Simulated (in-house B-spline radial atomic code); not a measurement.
**Ionising Pr⁴⁺ with different functionals**

Computed with an all-electron radial atomic-structure program (B-spline basis): four-component Dirac-Coulomb Hamiltonian, Fermi nucleus of rms radius 4.8919 fm, spin-restricted, spherical fractional occupations for the functionals, and exact exchange of hybrids averaged over the configuration. The ionisation energy is the difference of two self-consistent energies, [Xe] 4f1 → [Kr] 4d10 5s2 5p6, without Breit or QED terms; ε is the level of the shell that loses the electron (mean over j). The electron is taken from both j subshells in proportion to 2j + 1, so the result is a j average, not the step between ground levels.

```json
{"method": "B3LYP", "rung": "global hybrid", "ΔSCF (eV)": "58.61", "-ε(4f) (eV)": "50.90"}
{"method": "BHandHLYP", "rung": "global hybrid", "ΔSCF (eV)": "58.01", "-ε(4f) (eV)": "54.28"}
{"method": "HSE06", "rung": "range-separated hybrid", "ΔSCF (eV)": "58.46", "-ε(4f) (eV)": "51.00"}
{"method": "CAM-B3LYP", "rung": "range-separated hybrid", "ΔSCF (eV)": "58.55", "-ε(4f) (eV)": "52.88"}
```

(1) Among the functionals, which spreads more, the ΔSCF values or the orbital energies?

(2) How do they compare with the NIST value?

## Answers

(1) The orbital energies: ΔSCF values span about 0.60 eV and the orbital energies 3.38 eV; here energy differences depend much less on the functional than eigenvalues do.

(2) NIST lists 57.53 eV ± 0.05 (semi-empirical, ground level to ground level). Errors run from +0.48 to +1.08 eV; BHandHLYP is closest (+0.48 eV), but part of that can be cancellation, since the calculations leave out Breit-QED terms, spin polarisation, the choice among j levels, multiplet and fine-structure energies.
